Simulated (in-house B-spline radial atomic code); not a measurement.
A fraction x of an electron is removed from 4p in the cerium ion Ce⁴⁺, starting from [Kr] 4d10 5s2 5p6 and keeping the highest spin. Level of theory: scalar-relativistic (X2C) CAM-B3LYP, spin-polarised, spherical fractional occupations, Fermi nucleus of rms radius 4.8771 fm; calculated with a B-spline radial code for spherical atoms.

Caution: exact exchange at fractional occupations of open shells leaves self-interaction of up to several eV.

```
   x  E(x) - E(0) (eV)  4p down level (eV)
   0            0.0000            -263.571
0.09           23.8063            -265.459
0.18           47.7828            -267.354
0.33           88.1239            -270.530
0.47          126.2065            -273.511
 0.5          134.4215            -274.152
0.62                 ?                   ?
0.73          198.0435            -279.091
0.86                 ?                   ?
0.97          265.6485            -284.291
   1          274.1870            -284.944
```

Q: What belongs in the row x = 0.62?

A: An energy change of 167.4739 eV; 4p down at -276.723 eV.

Q: What belongs in the row x = 0.86?

A: An energy change of 234.5079 eV; 4p down at -281.902 eV.

Q: Check Janak's theorem between x = 0.09 and 0.18.

A: The slope of the energy is 266.41 eV; the orbital levels give 266.41 eV (-ε of the emptying orbital, averaged over the two points).
